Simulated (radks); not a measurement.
Results of a calculation; reference values are marked as such.
Neutral silver inside a hard spherical wall (all orbitals vanish at R), configuration held at [Kr] 4d10 5s1 and not refilled when levels cross. Level of theory: scalar-relativistic Kohn-Sham, LDA (Slater exchange, VWN5 correlation), spin-unpolarised, spherical densities, point nucleus (a radial shooting solver on a logarithmic mesh with Libxc functionals). Eigenvalues in eV, with the zero of energy where the potential of the charges vanishes at infinity; a dash marks a level that is unbound or too diffuse for the functional's potential to be trusted. A positive occupied level is held by the wall or, in an anion where self-interaction has pushed it up, behind a barrier. The pressure on the wall is -dE/dV.

| R (bohr) | E (hartree) | kinetic (hartree) | e(4s) | e(4p) | e(4d) | e(5s) | e(5p, empty) | e(6s, empty) | pressure (GPa) |
|---|---|---|---|---|---|---|---|---|---|
| free | -5311.15387 | 5516.242 | -95.081 | -58.671 | -7.665 | -4.712 | -0.841 | - | 0 |
| 20 | -5311.15387 | 5516.242 | -95.081 | -58.671 | -7.665 | -4.712 | -0.840 | 0.174 | < 0.0001 |
| 15 | -5311.15387 | 5516.242 | -95.081 | -58.671 | -7.665 | -4.712 | -0.831 | 0.467 | < 0.0001 |
| 12 | -5311.15385 | 5516.243 | -95.079 | -58.669 | -7.663 | -4.710 | -0.787 | 1.035 | 0.000389 |
| 10 | -5311.15366 | 5516.244 | -95.062 | -58.652 | -7.647 | -4.693 | -0.670 | 1.997 | 0.00560 |
| 8 | -5311.15182 | 5516.259 | -94.960 | -58.550 | -7.547 | -4.577 | -0.260 | 4.424 | 0.0854 |
| 7 | -5311.14743 | 5516.288 | -94.788 | -58.378 | -7.383 | -4.365 | 0.269 | 7.025 | 0.354 |
| 5 | -5311.08269 | 5516.630 | -93.334 | -56.944 | -6.037 | -2.342 | 3.856 | 21.355 | 8.55 |
| 2 | -5300.72479 | 5556.352 | -47.588 | -11.537 | 44.149 | 110.06 | 136.35 | 345.31 | 14800 |
| 1.5 | -5271.33246 | 5654.157 | 17.239 | 58.448 | 125.34 | 315.67 | 352.68 | 781.25 | 123000 |
